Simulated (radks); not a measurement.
Results of a calculation; reference values are marked as such.
The lutetium anion Lu- inside a hard spherical wall (all orbitals vanish at R), configuration held at [Xe] 4f14 5d2 6s2 and not refilled when levels cross. Code: a radial shooting solver on a logarithmic mesh with Libxc functionals. Model: scalar-relativistic Kohn-Sham, LDA (Slater exchange, Perdew-Wang correlation), spin-polarised, spherical densities, finite nucleus; open shells are filled with parallel spins first (spin-orbit coupling, left out, can overturn this in heavy ions); Fermi nuclear charge, rms radius 5.37 fm. Eigenvalues in eV for spin up, with the zero of energy where the potential of the charges vanishes at infinity; a dash marks a level that is unbound or too diffuse for the functional's potential to be trusted. A positive occupied level is held by the wall or, in an anion where self-interaction has pushed it up, behind a barrier. The pressure on the wall is -dE/dV.

R (bohr)  E (hartree)  kinetic (hartree)    e(5p)   e(4f)   e(6s)  e(6p, empty)  e(7s, empty)   e(5d)  pressure (GPa)
20        -14552.6513          15892.657  -27.592  -5.456  -1.284         1.336         1.490   1.693         0.00569
10        -14552.6264          15892.691  -25.436  -3.269   0.154         3.015         5.575   3.429           0.222
8         -14552.5892          15892.824  -23.987  -1.796   1.156         4.484         9.640   4.657            1.22
6         -14552.4348          15893.339  -20.733   1.547   4.033         8.701        20.859   7.665            10.0
5         -14552.1852          15894.110  -17.720   4.735   7.755        14.090        34.517  10.853            36.0
4         -14551.4919          15896.281  -12.712  10.321  16.612        26.520        64.171  16.987             172
3.5       -14550.6486          15899.071   -8.474  15.252  26.212        39.376        93.131  22.658             451
3         -14548.8420          15905.256   -1.336  23.580  44.660        62.810        143.35  32.471            1390
2.5       -14544.3862          15920.450   12.711  39.178  84.021        109.84        238.86  51.692            5280
1.5       -14483.0036          16108.971   150.46  149.91  453.34        512.42        978.17  225.12          195000
